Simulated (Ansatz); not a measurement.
Z-matrix (Å, degrees):
```
Si
C 1 1.924
B 1 2.476 2 38.2
Al 1 2.451 2 113.0 3 -131.6
H 1 1.506 2 106.2 3 -14.8
H 1 1.488 2 109.0 3 98.1
H 2 1.089 1 109.7 3 119.9
H 2 1.090 1 105.8 3 -119.2
H 3 1.198 1 111.0 2 -112.9
H 3 1.199 1 103.6 2 118.1
H 4 1.588 1 118.5 2 31.2
H 4 1.587 1 121.5 2 -149.2
```

Charge 0, multiplicity 1.

Question: List the PBE0/def2-TZVPP orbital energies in eV (the Gaussian-basis code of Ansatz). (Estimate.)

Answer: The calculation gave: Occupied: -1802.59, -1528.23, -277.84, -184.20, -144.94, -114.10, -99.60, -99.59, -99.58, -74.23, -74.01, -73.99, -19.94, -14.61, -13.60, -12.30, -11.51, -10.28, -9.59, -9.02, -8.88, -8.65, -7.59. Lowest empty: -2.23, -0.84, -0.04, 0.80, 1.07, 1.28, 1.62, 2.02.
